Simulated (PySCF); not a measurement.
Mg(SeH)(SiH3) (H4MgSeSi), SMILES [SiH3][Mg][SeH].

Coordinates come from a TPSSh-D3(BJ)/def2-SVP optimisation. The values are those of a single conformer.

Level of theory: PySCF with TDA-M06-2X/def2-SVPD.

Vertical excitations. Gas-phase values at a fixed geometry.

```
state  energy (eV)  λ (nm)      f                                                               main pairs
-----  -----------  ------  -----  -----------------------------------------------------------------------
S1            4.47     277  0.033                                                         HOMO→LUMO+1 86 %
S2            4.54     273  0.000                                                           HOMO→LUMO 85 %
S3            4.75     261  0.032                                                         HOMO−1→LUMO 93 %
S4            5.04     246  0.046                                                       HOMO−1→LUMO+2 94 %
S5            5.05     245  0.051                                     HOMO→LUMO+2 65 %, HOMO−1→LUMO+1 28 %
S6            5.49     226  0.954                                     HOMO−1→LUMO+1 64 %, HOMO→LUMO+2 24 %
S7            5.58     222  0.008                     HOMO→LUMO+3 42 %, HOMO→LUMO+6 31 %, HOMO→LUMO+9 10 %
S8            6.26     198  0.018                                   HOMO−1→LUMO+3 41 %, HOMO−2→LUMO+1 37 %
S9            6.55     189  0.107                                                         HOMO−2→LUMO 78 %
S10           6.66     186  0.000  HOMO→LUMO+3 37 %, HOMO−2→LUMO+2 21 %, HOMO→LUMO+7 21 %, HOMO→LUMO+6 9 %
T1            4.08     304      0                                     HOMO−1→LUMO+1 76 %, HOMO−1→LUMO 14 %
T2            4.14     299      0                                     HOMO−1→LUMO 75 %, HOMO−1→LUMO+1 14 %
T3            4.21     295      0                                                         HOMO→LUMO+1 90 %
T4            4.38     283      0                                                       HOMO−1→LUMO+2 86 %
```
Triplets are in the Tamm–Dancoff approximation.
